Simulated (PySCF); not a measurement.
CH4CdS, SMILES C[S][CdH]. Atoms are numbered in the order given.

```xyz
7

Cd    -0.0563    -0.8609     0.0000
H     -0.5718    -2.4496     0.0000
S      0.7274     1.3715     0.0000
C     -0.8301     2.3515     0.0000
H     -1.4256     2.1610     0.8903
H     -0.5333     3.3991     0.0000
H     -1.4256     2.1610    -0.8903
```
Charge 0, spin multiplicity 1.

Geometry: B3LYP-D3(BJ)/def2-TZVP. The def2 effective core potentials stand for the cores of Cd; spin–orbit coupling is left out.

These are PBE/def2-TZVPD (PySCF) values and carry that method's errors.

Mulliken values depend strongly on the basis, most of all with diffuse functions as here. ESP charges are fitted to the potential on shells at 1.4 to 2.0 van der Waals radii. Atomic charges (e):

```json
[
 {"atom": "Cd1", "Mulliken": "0.27", "ESP fit": "0.53"},
 {"atom": "H2", "Mulliken": "-0.03", "ESP fit": "?"},
 {"atom": "S3", "Mulliken": "-0.37", "ESP fit": "-0.38"},
 {"atom": "C4", "Mulliken": "-0.49", "ESP fit": "?"},
 {"atom": "H5", "Mulliken": "0.22", "ESP fit": "?"},
 {"atom": "H6", "Mulliken": "0.18", "ESP fit": "?"},
 {"atom": "H7", "Mulliken": "0.22", "ESP fit": "?"}
]
```

Task: What belongs in the gaps? (An estimate is asked for; the answer gives what the named calculation found.)

Result: 
- H2, ESP fit: -0.23
- C4, ESP fit: -0.34
- H5, ESP fit: 0.12
- H6, ESP fit: 0.18
- H7, ESP fit: 0.12
